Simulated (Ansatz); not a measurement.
Consider the ligand exchange at the Si–N bond: `[SiH3]N[SiH](Cl)Cl` + `S[SiH2]Cl` → `Cl[SiH2]S[SiH](Cl)Cl` + `N[SiH3]`.

Isolated molecules relaxed with PBE0-D4/def2-TZVP in Ansatz; ΔE leaves out vibrations. CCSD(T)/CBS adds triple-zeta CCSD(T) − MP2 to the extrapolated MP2 energy (def2 sets, frozen cores). This one scheme is used for every species. Functionals use def2-TZVPP. B3LYP here is the variant with VWN-RPA as its local correlation; programs differ in this. One conformer a species, not always the lowest.

`[SiH3]N[SiH](Cl)Cl`:

Z-matrix (Å, degrees):
```
Si
N 1 1.736
H 1 1.486 2 110.6
H 1 1.486 2 111.5 3 -120.4
H 1 1.483 2 106.7 3 119.8
Si 2 1.697 1 128.0 3 -126.1
H 2 1.012 1 116.2 3 59.2
Cl 6 2.049 2 112.6 1 -104.2
Cl 6 2.045 2 110.1 1 137.3
H 6 1.471 2 109.5 1 16.2
```

`S[SiH2]Cl`:

Cartesian coordinates in Å:
```
S -0.131 -1.047 1.340
Si 0.104 -0.011 -0.496
Cl 1.359 1.608 -0.346
H -0.849 -0.068 1.916
H -1.191 0.505 -0.988
H 0.708 -0.987 -1.427
```

`Cl[SiH2]S[SiH](Cl)Cl`:

Z-matrix (Å, degrees):
```
Si
S 1 2.135
Cl 1 2.045 2 112.6
H 1 1.477 2 104.0 3 117.5
H 1 1.475 2 111.1 3 -121.2
Si 2 2.118 1 103.4 3 72.1
Cl 6 2.036 2 112.4 1 -70.9
Cl 6 2.040 2 112.1 1 51.0
H 6 1.472 2 106.3 1 170.0
```

`N[SiH3]`:

Cartesian coordinates in Å:
```
N -0.690 -0.809 -0.080
Si 0.477 0.437 0.127
H -0.689 -1.358 -0.925
H -1.631 -0.670 0.251
H 1.813 -0.131 -0.190
H 0.297 1.650 -0.726
H 0.424 0.881 1.544
```

```tsv
level	ΔE (kcal/mol)
B3LYP-D4	3.0
MP2/def2-QZVPP	2.7
```

(1) What does CCSD(T)/CBS give? (An estimate is asked.)

Largest T1 diagnostic among the species: 0.010.

Results:

(1) Computed: +3.5 kcal/mol. The listed levels differ from it by -0.5, -0.8 kcal/mol.

In def2-TZVPP, CCSD(T) changes the Hartree–Fock value by −3.2 kcal/mol (the triples alone add −0.8 kcal/mol) and MP2 by −4.7 kcal/mol. From PBE to PBE0 (25 % exact exchange), in def2-TZVPP and without D4, ΔE moves by +0.8 kcal/mol.
